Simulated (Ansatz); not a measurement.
The cluster Ag₃Au, relaxed as a triplet with UKS B3LYP-D4/def2-SVP in Ansatz, starting from the B3LYP-D4/def2-SVP geometry of the neutral singlet. Force threshold 0.02 eV/Å.

In the def2 sets Ag, Au take a core potential; there is no spin–orbit coupling. The relaxation made no stability test and no search for a lower SCF solution. At B3LYP-D4/def2-SVP a singlet of charge 0 lies 0.90 eV below the triplet, each at its own geometry. The structure comes from a short search, and lower isomers may exist.

Start:

Cartesian coordinates in Å:
```
Au -2.051 -0.327 1.222
Ag -0.595 -0.451 -1.115
Ag 2.052 0.333 -1.225
Ag 0.594 0.445 1.118
```

Task: Estimate the energy that the relaxation releases and the steps that it takes.

Result: 42.0 kJ/mol, in 10 steps; 41 s on 4 threads of Arm Neoverse V1 on a shared host. No frequencies were taken in this run, so the end may be a saddle point.

Task: Does the start keep its bonding and symmetry?

Result: Bonds lost: Ag2–Ag4 (atoms count from 1). Bonds formed: Au1–Ag3 (atoms count from 1). Point group C2v at the start, C2v at the end, both within 0.05 Å.

Task: Predict the relaxed structure.

Result: 
```xyz
4

Au   -1.278   -0.206    0.763
Ag   -1.016   -0.765   -1.908
Ag    1.278    0.206   -0.763
Ag    1.015    0.765    1.908
```
Bond lengths (bridged metal pairs left out): 3 × Ag–Au 2.74 to 3.01 Å; 2 × Ag–Ag 2.74 Å.
